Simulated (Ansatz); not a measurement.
C₂H₈AlNSi at its PBE0-D4/def2-TZVP geometry, where that method's forces vanish. Charge 0, multiplicity 1. The bonds changed during the relaxation, so this is another structure than the one it started from.

```xyz
13

Al    1.2736   -1.0925    1.1347
C     1.5024    0.8953    0.8597
N     0.5794    0.3176   -0.0468
C    -0.5663    0.7878   -0.3732
Si   -1.8202   -0.2651   -1.2836
H     2.4813   -1.9529    0.5789
H     0.0874   -1.6684    2.0143
H     1.2005    1.8195    1.3510
H     2.5061    0.9239    0.4303
H    -0.7906    1.8276   -0.1014
H    -1.2101   -1.5887   -1.5563
H    -3.0452   -0.4168   -0.4557
H    -2.1985    0.4128   -2.5518
```

Problem. What forces (eV/Å) does ωB97M-V/def2-TZVPP give on these atoms in Ansatz? (Best estimate.)

Solution. Ansatz gave: 
```
Al1  0.073 -0.150  0.106
C2   0.318  0.134  0.319
N3  -0.413 -0.058 -0.375
C4   0.107  0.089  0.072
Si5 -0.165 -0.132 -0.123
H6  -0.129  0.080  0.052
H7   0.105  0.057 -0.089
H8   0.002 -0.076 -0.061
H9  -0.109  0.031 -0.005
H10  0.055 -0.073  0.001
H11 -0.060  0.157  0.038
H12  0.160  0.023 -0.093
H13  0.056 -0.081  0.156
```
